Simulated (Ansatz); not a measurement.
Geometry optimisation, RKS B3LYP-D4/def2-SVP (Ansatz).

Input file:

```yaml
crystal:
  periodic: [false, false, false]
  atoms:
    - { symbol: Zr, position_ang: [0.0, 0.0, 0.0] }
    - { symbol: Cl, position_ang: [0.0, 0.0, 2.87] }
    - { symbol: O, position_ang: [1.952, 0.0, -0.6893] }
    - { symbol: H, position_ang: [2.2684, -0.9521, -0.806] }
    - { symbol: Cl, position_ang: [-1.1869, 2.0563, -0.8392] }
    - { symbol: Cl, position_ang: [-1.1869, -2.0563, -0.8392] }
    - { symbol: F, position_ang: [-2.1637, 0.0, 0.7189] }
    - { symbol: H, position_ang: [-1.5793, 0.0, 1.9315] }
basis:
  gaussian: { orbitals: def2-SVP }
hamiltonian:
  xc: b3lyp
  dispersion: d4
relax:
  f_tol: 0.15
  max_steps: 25
  restrain:
    - { distance: [0, 6], at: 3.18, k: 30.0 }
    - { distance: [7, 1], at: 2.57, k: 30.0 }
    - { distance: [0, 1], at: 2.52, k: 30.0 }
    - { distance: [7, 6], at: 0.92, k: 30.0 }
output:
  orbitals: {}
```

Command:

```bash
$ ansatz run input.yaml --threads 4 --pin off --max-ram 5120MiB --backend cpu --events-out ev --progress --plain --runs-dir out
```

Q: Where does it end, and by what steps?

A: The run converged. The restraints hold the end off the free minimum; the threshold counts their pulls, which the force column leaves out. Restrained pairs: Zr1–F7 (2.28 → 3.17 Å), Cl2–H8 (1.84 → 2.57 Å), Zr1–Cl2 (2.87 → 2.49 Å), F7–H8 (1.35 → 0.93 Å). After 10 steps the energy has fallen by 2.651 eV (the restraints' own energy left out); F7 moved furthest, 0.85 Å.

```csv
step,energy less start (eV),largest force component (eV/Å),accepted
0,0.0000,3.687,yes
1,-0.5418,4.113,yes
2,-1.0390,5.288,yes
3,-1.7391,3.647,yes
4,-2.2917,2.069,yes
5,-2.4732,1.217,yes
6,-2.5658,1.184,yes
7,-2.6230,1.080,yes
8,-2.4095,3.594,no
9,-2.6393,1.307,yes
10,-2.6508,1.169,yes
```

```xyz
8
Properties=species:S:1:pos:R:3
Zr 0.083 -0.132 -0.055
Cl 0.197 -0.103 2.428
O 1.869 -0.306 -0.612
H 2.755 -0.463 -0.951
Cl -0.679 1.882 -0.997
Cl -1.012 -2.017 -0.930
F -2.763 0.109 1.318
H -2.347 0.077 2.147
```

The run took 28 s on 4 threads of Arm Neoverse V2, on a shared host, peak memory 0.34 GiB.
